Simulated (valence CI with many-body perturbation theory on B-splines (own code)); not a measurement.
Pt LXXIII: E2, E3, M1, M2 decay

Calculated by configuration interaction combined with many-body perturbation theory (CI+MBPT): four valence electrons over a frozen Dirac-Fock core [He], a basis of 11 s, 11 p, 10 d, 8 f, 5 g, 2 h functions for each j, with the one-electron correlation potential Σ1, the two-electron term Σ2, the three-electron term Σ3, Breit, model QED; selected CI, second order for the rest, scaled by the run's own slope (own B-spline code, finite nucleus).

The last digits are not significant, and no measured levels were compared; by estimate large intervals hold to a few tenths of a per cent, small ones and those within an open d or f shell to about a per cent. Among the levels kept, up to 1400 cm⁻¹ of a level comes from second order outside the variational space, and about a tenth of that is noise between levels of different J, which matters for small intervals.

Lines 1 to 50 of 95 in falling wavelength, among levels below 16769 eV, chosen from the decays that carry over 1 % of a level's rate. Wavelengths and rates use the calculated energies. Electric multipoles are in the length gauge, E1 and E2 with the static RPA response of the core. Weak lines are less certain than strong ones. Lines between different terms over intervals too small for the method are left out, as are lines whose strength nearly cancels. The highest levels of a list are the least certain.

Levels are named by their leading jj configuration (3d3/2^4 stands for four electrons in 3d with j = 3/2), which in mixed levels can hold well under half, so a name can repeat and another be missing. Letters in brackets count levels of one name in rising energy.

| λ vac (nm) | Upper | Lower | Type | A (s⁻¹) | Branch % |
| --- | --- | --- | --- | --- | --- |
| 0.6870 | (2s^2 2p1/2 2p3/2) J=1 | (2s^2 2p1/2^2) J=0 | M1 | 3.56e+10 | 100.0 |
| 0.6801 | (2s^2 2p1/2 2p3/2) J=2 | (2s^2 2p1/2^2) J=0 | E2 | 2.36e+08 | 100.0 |
| 0.6765 | (2s^2 2p3/2^2) J=2 | (2s^2 2p1/2 2p3/2) J=2 | M1 | 2.77e+10 | 19.0 |
| 0.6756 | (2s^2 2p3/2 3d5/2) J=4 | (2s^2 2p1/2 3d5/2) J=3 | M1 | 2.59e+10 | 3.7 |
| 0.6699 | (2s^2 2p3/2^2) J=2 | (2s^2 2p1/2 2p3/2) J=1 | M1 | 2.76e+10 | 18.9 |
| 0.6461 | (2s^2 2p3/2^2) J=0 | (2s^2 2p1/2 2p3/2) J=1 | M1 | 6.01e+10 | 37.5 |
| 0.1243 | (2s 2p1/2^2 3p1/2) J=0 | (2s 2p1/2^2 2p3/2) J=1 | M1 | 9.85e+10 | 1.3 |
| 0.1234 | (2s^2 2p3/2 3p1/2) J=2 | (2s^2 2p3/2^2) J=0 | E2 | 7.70e+11 | 8.5 |
| 0.1231 | (2s^2 2p1/2 3p1/2) J=1 | (2s^2 2p1/2 2p3/2) J=2 | E2 | 2.03e+12 | 42.7 |
| 0.1231 | (2s^2 2p1/2 3p1/2) J=1 | (2s^2 2p1/2 2p3/2) J=2 | M1 | 8.37e+10 | 1.8 |
| 0.1231 | (2s 2p1/2^2 3p1/2) J=0 | (2s 2p1/2^2 2p3/2) J=2 | E2 | 4.02e+12 | 54.7 |
| 0.1229 | (2s^2 2p1/2 3p1/2) J=1 | (2s^2 2p1/2 2p3/2) J=1 | E2 | 2.02e+12 | 42.6 |
| 0.1226 | (2s^2 2p3/2 3p1/2) J=1 | (2s^2 2p3/2^2) J=2 | E2 | 2.05e+12 | 19.5 |
| 0.1226 | (2s^2 2p3/2 3p1/2) J=2 | (2s^2 2p3/2^2) J=2 | E2 | 2.82e+12 | 31.0 |
| 0.1225 | (2s^2 2p1/2 3p1/2) J=0 | (2s^2 2p1/2 2p3/2) J=2 | E2 | 3.99e+12 | 46.5 |
| 0.1223 | (2s^2 2p1/2 3p1/2) J=0 | (2s^2 2p1/2 2p3/2) J=1 | M1 | 9.67e+10 | 1.1 |
| 0.1220 | (2s 2p3/2^2 3p1/2) J=0 | (2s 2p3/2^3) J=2 | E2 | 2.14e+12 | 11.1 |
| 0.1186 | (2s^2 2p3/2 3d5/2) J=4 | (2s 2p1/2 2p3/2^2) J=2 [b] | E2 | 1.44e+10 | 2.1 |
| 0.1181 | (2s 2p1/2 2p3/2 3p3/2) J=4 | (2s 2p1/2 2p3/2^2) J=2 [b] | E2 | 1.43e+11 | 2.5 |
| 0.1175 | (2s^2 2p3/2 3d5/2) J=4 | (2s 2p1/2 2p3/2^2) J=3 | E2 | 1.06e+11 | 15.1 |
| 0.1174 | (2s 2p3/2^2 3p3/2) J=4 | (2s 2p3/2^3) J=2 | E2 | 7.45e+11 | 7.3 |
| 0.1171 | (2s 2p3/2^2 3p3/2) J=2 [b] | (2s 2p3/2^3) J=1 | E2 | 1.02e+12 | 1.1 |
| 0.1170 | (2s 2p1/2 2p3/2 3p3/2) J=4 | (2s 2p1/2 2p3/2^2) J=3 | E2 | 1.18e+12 | 20.3 |
| 0.1170 | (2s 2p1/2 2p3/2 3p3/2) J=0 [b] | (2s 2p1/2 2p3/2^2) J=2 [b] | E2 | 2.25e+12 | 6.7 |
| 0.1170 | (2s 2p1/2 2p3/2 3p3/2) J=3 [a] | (2s 2p1/2 2p3/2^2) J=2 [a] | E2 | 1.26e+12 | 1.8 |
| 0.1170 | (2s^2 2p3/2 3p3/2) J=2 | (2s^2 2p3/2^2) J=0 | E2 | 8.19e+11 | 5.4 |
| 0.1169 | (2s 2p1/2 2p3/2 3p3/2) J=1 [d] | (2s 2p1/2 2p3/2^2) J=2 [b] | E2 | 1.28e+12 | 2.1 |
| 0.1168 | (2s 2p1/2 2p3/2 3p3/2) J=1 [d] | (2s 2p1/2 2p3/2^2) J=1 [a] | E2 | 1.13e+12 | 1.8 |
| 0.1167 | (2s 2p1/2^2 3p3/2) J=2 | (2s 2p1/2^2 2p3/2) J=2 | E2 | 1.38e+12 | 2.4 |
| 0.1167 | (2s^2 2p1/2 3p3/2) J=2 | (2s^2 2p1/2 2p3/2) J=2 | E2 | 1.40e+12 | 18.4 |
| 0.1167 | (2s^2 2p1/2 3p3/2) J=1 | (2s^2 2p1/2 2p3/2) J=2 | E2 | 1.01e+12 | 17.0 |
| 0.1166 | (2s^2 2p3/2 3p3/2) J=3 | (2s^2 2p3/2^2) J=2 | E2 | 1.60e+12 | 11.8 |
| 0.1166 | (2s^2 2p3/2 3p3/2) J=1 | (2s^2 2p3/2^2) J=2 | E2 | 1.61e+12 | 9.8 |
| 0.1165 | (2s 2p1/2 2p3/2 3p3/2) J=4 | (2s 2p1/2 2p3/2^2) J=2 [a] | E2 | 7.65e+10 | 1.3 |
| 0.1165 | (2s^2 2p1/2 3p3/2) J=2 | (2s^2 2p1/2 2p3/2) J=1 | E2 | 6.12e+11 | 8.0 |
| 0.1165 | (2s^2 2p1/2 3p3/2) J=1 | (2s^2 2p1/2 2p3/2) J=1 | E2 | 1.01e+12 | 16.9 |
| 0.1161 | (2s 2p3/2^2 3p3/2) J=0 | (2s 2p3/2^3) J=2 | E2 | 8.28e+11 | 2.1 |
| 0.1159 | (2s^2 2p3/2 3p3/2) J=0 | (2s^2 2p3/2^2) J=2 | E2 | 4.11e+12 | 22.3 |
| 0.1157 | (2s 2p1/2 2p3/2 3p3/2) J=1 [d] | (2s 2p1/2 2p3/2^2) J=3 | E2 | 7.23e+11 | 1.2 |
| 0.1154 | (2s 2p1/2 2p3/2 3p3/2) J=0 [b] | (2s 2p1/2 2p3/2^2) J=2 [a] | E2 | 5.52e+11 | 1.6 |
| 0.1150 | (2s 2p3/2^2 3d5/2) J=4 [a] | (2s 2p3/2^3) J=2 | M2 | 1.97e+11 | 1.7 |
| 0.1147 | (2s 2p1/2 2p3/2 3d5/2) J=5 | (2s 2p1/2 2p3/2^2) J=3 | M2 | 1.23e+11 | 52.4 |
| 0.1147 | (2s 2p1/2 2p3/2 3d5/2) J=5 | (2s 2p1/2 2p3/2^2) J=3 | E3 | 6.92e+09 | 3.0 |
| 0.1142 | (2s^2 2p3/2 3d5/2) J=4 | (2s^2 2p3/2^2) J=2 | M2 | 1.11e+11 | 15.9 |
| 0.1142 | (2s^2 2p3/2 3d5/2) J=4 | (2s^2 2p3/2^2) J=2 | E3 | 8.32e+09 | 1.2 |
| 0.09985 | (2s 2p1/2 2p3/2 3p3/2) J=4 | (2s 2p1/2^2 2p3/2) J=2 | E2 | 2.21e+12 | 37.9 |
| 0.09977 | (2s 2p3/2^2 3p3/2) J=4 | (2s 2p1/2 2p3/2^2) J=3 | E2 | 9.22e+11 | 9.0 |
| 0.09969 | (2s 2p1/2 2p3/2 3p3/2) J=1 [d] | (2s 2p1/2^2 2p3/2) J=1 | E2 | 1.22e+12 | 2.0 |
| 0.09964 | (2s 2p3/2^2 3p3/2) J=0 | (2s 2p1/2 2p3/2^2) J=2 [b] | E2 | 2.51e+12 | 6.5 |
| 0.09960 | (2s^2 2p1/2 3p3/2) J=2 | (2s^2 2p1/2^2) J=0 | E2 | 2.02e+12 | 26.4 |
